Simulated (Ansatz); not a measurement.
Si(OMe)2 (C2H6O2Si). Charge 0, multiplicity 1. Geometry PBE-D4/def2-SVP, basis def2-TZVP, Ansatz.

```xyz
11

Si    0.0664    0.0463    0.7085
O     0.8402   -0.9323   -0.4279
C     1.8236   -1.8944   -0.0992
H     2.7669   -1.6698   -0.6419
H     1.4838   -2.9049   -0.4128
H     2.0538   -1.9312    0.9921
O    -0.9137    0.8818   -0.3819
C    -1.8333    1.8876   -0.0035
H    -1.8535    2.0718    1.0969
H    -2.8585    1.6009   -0.3228
H    -1.5758    2.8441   -0.5074
```

| run | HOMO (eV) | LUMO (eV) |
| --- | --- | --- |
| A | -6.70 | -1.43 |
| B | -5.58 | -1.89 |
| C | -5.92 | -1.95 |
| D | -9.50 | 0.95 |
| E | -6.89 | -1.24 |
| F | -5.70 | -2.03 |

LC-ωPBE has ω = 0.4 bohr⁻¹. B3LYP takes the VWN-RPA correlation.

Task: The runs used B3LYP, BLYP, LC-ωPBE, PBE, PBE0, r2SCAN. Estimate which is which.

Result: A B3LYP (20 % exact exchange); B BLYP (0 % exact exchange); C r2SCAN (0 % exact exchange); D LC-ωPBE (range-separated); E PBE0 (25 % exact exchange); F PBE (0 % exact exchange). Exact exchange lowers occupied and raises empty levels; among semilocal functionals meta-GGAs tend to open the gap a little, and such runs are hard to tell apart. The gap grows from 3.67 eV (PBE) to 10.45 eV (LC-ωPBE).
